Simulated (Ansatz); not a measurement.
Calculated with Ansatz (gas phase, PBE0-D4/def2-TZVP geometries, no zero-point term in ΔE). CBS: MP2 limit from def2 TZ/QZ plus the TZ coupled-cluster correction, frozen cores. DFT in def2-TZVPP. Each species was taken in one conformer, which may not be the lowest.

Reaction (redistribution): `[CH3][Al]([CH3])[BH][SiH3]` + `N[SiH2]F` → `F[SiH2]B[SiH3]` + `[CH3][Al]([CH3])[NH2]`

`[CH3][Al]([CH3])[BH][SiH3]`:

Cartesian coordinates in Å:
```
C 1.724 1.283 1.140
Al 0.114 0.230 0.754
C -1.607 0.811 1.495
B 0.230 -1.466 -0.506
Si -0.161 -1.418 -2.473
H 1.518 2.357 1.078
H 2.568 1.062 0.482
H 2.055 1.089 2.167
H -2.346 0.009 1.567
H -1.491 1.260 2.486
H -2.039 1.585 0.849
H 0.470 -2.562 -0.075
H 0.005 -0.078 -3.106
H 0.579 -2.407 -3.306
H -1.618 -1.756 -2.552
```

`N[SiH2]F`:

Z-matrix (Å, degrees):
```
Si
F 1 1.605
N 1 1.696 2 114.6
H 1 1.479 2 105.8 3 -119.3
H 1 1.479 2 105.8 3 119.3
H 3 1.006 1 122.0 2 77.5
H 3 1.006 1 122.0 2 -77.5
```

`F[SiH2]B[SiH3]`:

Z-matrix (Å, degrees):
```
Si
B 1 1.996
F 1 1.608 2 113.1
H 1 1.490 2 109.7 3 119.7
H 1 1.489 2 110.6 3 -120.1
Si 2 2.004 1 125.2 3 1.9
H 2 1.199 1 115.5 3 178.3
H 6 1.488 2 114.2 1 -157.3
H 6 1.496 2 103.7 1 85.4
H 6 1.487 2 113.4 1 -31.5
```

`[CH3][Al]([CH3])[NH2]`:

```xyz
12

C    -1.001    0.110   -1.586
Al    0.094   -0.149    0.011
C     0.149    1.118    1.498
N     1.101   -1.606    0.116
H    -0.848   -0.671   -2.335
H    -2.067    0.120   -1.334
H    -0.788    1.072   -2.063
H     0.873    1.916    1.301
H     0.443    0.645    2.439
H    -0.818    1.605    1.656
H     1.696   -1.844    0.893
H     1.166   -2.316   -0.596
```

```tsv
level	ΔE (kJ/mol)	difference from CCSD(T)/CBS
PBE-D4	-32.6	-1.8
PBE0-D4	-30.0	0.8
PBE	-32.2	-1.4
r2SCAN	-34.2	-3.4
CCSD(T)/def2-TZVPP	-30.8	0.0
MP2/def2-QZVPP	-30.9	-0.1
SCS-MP2/def2-QZVPP	-31.1	-0.3
HF/CBS(def2)	-27.4	3.4
MP2/CBS(def2)	-30.9	-0.1
CCSD/CBS(def2)	-30.8	0.0
CCSD(T)/CBS	-30.8	0
```

Largest T1 diagnostic among the species: 0.013.

In def2-TZVPP, CCSD(T) changes the Hartree–Fock value by −3.3 kJ/mol (the triples alone add +0.0 kJ/mol) and MP2 by −3.4 kJ/mol.
